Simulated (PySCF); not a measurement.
**C²⁺: ionisation energy**

C²⁺ [He] 2s2 (1S) → C³⁺ [He] 2s1 (2S), as a difference of total energies. Computed with PySCF 2.14 in aug-cc-pwCVTZ, with no relativity, point nucleus. Correlated levels: valence: 1s2 frozen. The calculations carry no spin-orbit coupling.

```
           method  ionisation energy (eV)  error (eV)
              UHF                  45.780      -2.108
    MP2 (valence)                  46.997      -0.891
SCS-MP2 (valence)                  47.241      -0.647
   CCSD (valence)                  47.797      -0.091
```

Reference: 47.888 eV (measured; NIST Atomic Spectra Database, ionization energies).

Errors of the correlated levels include the incompleteness of this basis and the frozen core.

With two correlated electrons CCSD is exact in that space.

The coupled-cluster amplitudes are large for C²⁺ (T1 above 0.03 or a double amplitude above 0.15), so a single reference is strained.
